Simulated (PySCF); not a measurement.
CH5Sb, SMILES [CH3][SbH2]. The structure is a stationary point at PBE0-D3(BJ)/def2-TZVP. The def2 effective core potentials stand for the cores of Sb; spin–orbit coupling is left out.

Computed equilibrium geometry at PBE0-D3(BJ)/def2-TZVP (PySCF confirms it by a frequency run) as bond lengths and angles, and its point group:
point group Cs.
Atoms: Sb1 H2 H3 C4 H5 H6 H7. Bonds (Å): Sb1–H2 1.711, Sb1–H3 1.711, Sb1–C4 2.162, C4–H5 1.088, C4–H6 1.090, C4–H7 1.090. Bond angles (°): H2–Sb1–H3 91.2, H2–Sb1–C4 94.1, H3–Sb1–C4 94.1, Sb1–C4–H5 111.0, Sb1–C4–H6 108.7, Sb1–C4–H7 108.7, H5–C4–H6 109.8, H5–C4–H7 109.8, H6–C4–H7 108.9.
